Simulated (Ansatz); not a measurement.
Calculated with Ansatz (gas phase, PBE0-D4/def2-TZVP geometries, no zero-point term in ΔE). CBS: MP2 limit from def2 TZ/QZ plus the TZ coupled-cluster correction, frozen cores. Functionals use def2-TZVPP. B3LYP here is the variant with VWN-RPA as its local correlation; programs differ in this. For Zn outer-core shells are correlated without core-valence functions, which leaves a few kJ/mol of doubt a bond. Scalar relativity is left out up to krypton.

`CCC(C)(C)C` + `C[BH][ZnH]` → `C[B](C)[ZnH]` + `CC(C)(C)C`  (formal exchange of groups at a C–C bond)

```
          level  ΔE (kJ/mol)  difference from CCSD(T)/CBS
    LDA (SPW92)        -57.2                         -6.0
      revPBE-D4        -55.7                         -4.5
        BLYP-D4        -56.5                         -5.3
       B3LYP-D4        -54.8                         -3.6
        ωB97X-V        -49.9                          1.3
       PBE-QIDH        -53.1                         -1.9
         revPBE        -62.0                        -10.8
          BHLYP        -53.9                         -2.7
        LC-ωPBE        -54.1                         -2.9
CCSD/def2-TZVPP        -49.5                          1.7
    CCSD(T)/CBS        -51.2                            0
```

Largest T1 diagnostic among the species: 0.014.

From BLYP to BHLYP (50 % exact exchange), in def2-TZVPP and without D4, ΔE moves by +6.8 kJ/mol. The D4 term adds +3.1 kJ/mol with B3LYP and +2.0 kJ/mol with PBE0; it sums over pairs of atoms, weighted by their polarisabilities, and B3LYP, whose exchange is more repulsive, gets the larger term.
